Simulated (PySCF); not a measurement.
Al(H)(OMe)2 (C2H7AlO2), SMILES C[O][AlH][O]C. Atoms are numbered in the order given.

```xyz
12

Al     0.0000     0.0000     1.0556
H      0.0000     0.0000     2.6173
O     -1.4897     0.0000     0.2511
C     -2.0818     0.0000    -1.0104
H     -2.7245     0.8902    -1.1409
H     -1.3426     0.0000    -1.8350
H     -2.7245    -0.8902    -1.1409
O      1.4897     0.0000     0.2511
C      2.0818     0.0000    -1.0104
H      1.3426     0.0000    -1.8350
H      2.7245     0.8902    -1.1409
H      2.7245    -0.8902    -1.1409
```

Geometry optimised at B3LYP-D3(BJ)/def2-SVP. The structure was generated by enumeration; whether it is a known compound was not checked. The values are those of a single conformer.

Calculation: TDA-PBE/def2-SVPD (PySCF).

Vertical excitations. Gas-phase values at a fixed geometry. State labels are in the subgroup C2v.

### Question
Give excitation energies, oscillator strengths and character. (Estimate from the structure and the level; the computed values follow.)

### Answer

```csv
state,symmetry,energy (eV),λ (nm),f,main pairs
S1,A2,5.58,222,0.000,HOMO→LUMO 100 %
S2,B1,5.63,220,0.000,HOMO→LUMO+1 88 %
S3,A2,5.67,219,0.000,HOMO−1→LUMO+1 100 %
S4,B1,6.11,203,0.089,HOMO−1→LUMO 79 %
S5,B2,6.16,201,0.018,HOMO−2→LUMO+1 95 %
S6,A1,6.32,196,0.013,"HOMO−3→LUMO+1 68 %, HOMO−2→LUMO 31 %"
S7,B2,6.33,196,0.007,HOMO−3→LUMO 96 %
S8,A1,6.50,191,0.050,"HOMO−2→LUMO 62 %, HOMO−3→LUMO+1 32 %"
S9,A2,6.68,186,0.000,HOMO−1→LUMO+2 100 %
S10,B1,6.69,185,0.082,HOMO→LUMO+2 92 %
T1,B1,5.39,230,0,HOMO−1→LUMO 93 %
T2,A2,5.46,227,0,"HOMO→LUMO 85 %, HOMO−1→LUMO+1 14 %"
T3,B1,5.47,226,0,HOMO→LUMO+1 93 %
T4,A2,5.54,224,0,"HOMO−1→LUMO+1 85 %, HOMO→LUMO 14 %"
```
Triplets are in the Tamm–Dancoff approximation.
